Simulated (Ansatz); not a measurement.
Two isomers of C2H4BClO: A = `ClB1CCO1`, B = `ClBC1CO1`.

Calculated with Ansatz (gas phase, PBE0-D4/def2-TZVP geometries, no zero-point term in ΔE). CCSD(T)/CBS adds triple-zeta CCSD(T) − MP2 to the extrapolated MP2 energy (def2 sets, frozen cores). DFT in def2-TZVPP. B3LYP here is the variant with VWN-RPA as its local correlation; programs differ in this. One conformer a species, not always the lowest.

Q: Which isomer does CCSD(T)/CBS put lower? Give the gap. (Best estimate.)

A: The calculation gave: A, by 222.6 kJ/mol.

Q: Give E(B) − E(A) in kJ/mol with CCSD(T)/def2-TZVPP, LDA (SPW92), HF/def2-TZVPP, ωB97M-V, B3LYP, CCSD(T)/def2-SVP, PBE0-D4. (An estimate is asked.)

A: Computed: CCSD(T)/def2-TZVPP 222.6, LDA (SPW92) 228.3, HF/def2-TZVPP 220.5, ωB97M-V 223.2, B3LYP 216.6, CCSD(T)/def2-SVP 232.0, PBE0-D4 220.0. None reverses the order clearly.

Q: Does the order hold for the free energy at 298.15 K (harmonic terms from PBE0-D4)? (Estimate.)

A: Computed: Yes: G(B) − G(A) = +213.0 kJ/mol, for one conformer each.

Largest T1 diagnostic: 0.013.

From BLYP to BHLYP (50 % exact exchange), in def2-TZVPP and without D4, E(B) − E(A) moves by +13.6 kJ/mol. At CCSD(T), def2-SVP lies +9.4 kJ/mol from the extrapolated value and def2-TZVPP −0.0 kJ/mol.
